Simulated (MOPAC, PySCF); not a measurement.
C9H6BNS, SMILES `Bc1cc(C#N)cc2sccc12`, neutral singlet in the gas phase. 

Cartesian coordinates (Å):
SMILES: c12ccsc1cc(cc2B)C#N
```xyz
18

B      0.2809     2.4320    -0.8459
C     -0.1150     1.0391    -0.3149
C     -1.4532     0.7930     0.0310
C     -1.8899    -0.4581     0.5244
C     -3.2653    -0.6543     0.8624
N     -4.3875    -0.8099     1.1372
C     -0.9749    -1.5136     0.6851
C      0.3587    -1.2911     0.3477
S      1.6565    -2.4495     0.4657
C      2.7861    -1.2828    -0.1375
C      2.2217    -0.0677    -0.4197
C      0.8160    -0.0352    -0.1509
H     -0.5705     3.2812    -0.9539
H      1.4184     2.6929    -1.1539
H     -2.1880     1.5942    -0.0833
H     -1.3135    -2.4802     1.0662
H      3.8324    -1.5698    -0.2524
H      2.7872     0.7800    -0.8074
```
Charge 0, spin multiplicity 1.

All levels are single points at this geometry (r2SCAN-D4/def2-SVP); Pople sets use spherical d functions. Orbital energies aren't observables, and empty levels follow the basis.

AM1 in MOPAC gives gap (eV) = 7.84.

Q: Estimate the gap (eV) from each of these levels: r2SCAN-D4/def2-TZVP in PySCF; B3LYP/3-21G in PySCF; B3LYP/6-311+G** in PySCF; B3LYP/6-31G* in PySCF; B3LYP/LANL2DZ in PySCF; M06-2X/6-31G* in PySCF; PBE/6-31G* in PySCF; HF/3-21G in PySCF; HF/6-31G* in PySCF; HF/STO-3G in PySCF; PM3 in MOPAC; PM6 in MOPAC.

A: 
| level | gap (eV) |
|---|---|
| r2SCAN-D4/def2-TZVP in PySCF | 3.00 |
| B3LYP/3-21G in PySCF | 4.15 |
| B3LYP/6-311+G** in PySCF | 4.03 |
| B3LYP/6-31G* in PySCF | 4.10 |
| B3LYP/LANL2DZ in PySCF | 4.11 |
| M06-2X/6-31G* in PySCF | 6.20 |
| PBE/6-31G* in PySCF | 2.75 |
| HF/3-21G in PySCF | 9.69 |
| HF/6-31G* in PySCF | 9.66 |
| HF/STO-3G in PySCF | 10.77 |
| PM3 in MOPAC | 7.69 |
| PM6 in MOPAC | 7.56 |
